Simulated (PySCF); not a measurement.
AsF2, SMILES F[As]F, multiplicity 2. Coordinates come from a B3LYP-D3(BJ)/def2-TZVP optimisation. The isomer is the one that the SMILES or the coordinates give; other isomers of the formula were not compared.

Computed equilibrium geometry at B3LYP-D3(BJ)/def2-TZVP (PySCF confirms it by a frequency run) as Cartesian coordinates in Å, and its point group:
point group C2v.
```xyz
3

F      0.0000    -1.3041     0.7497
As     0.0000     0.0000    -0.4089
F      0.0000     1.3041     0.7497
```
Charge 0, spin multiplicity 2.
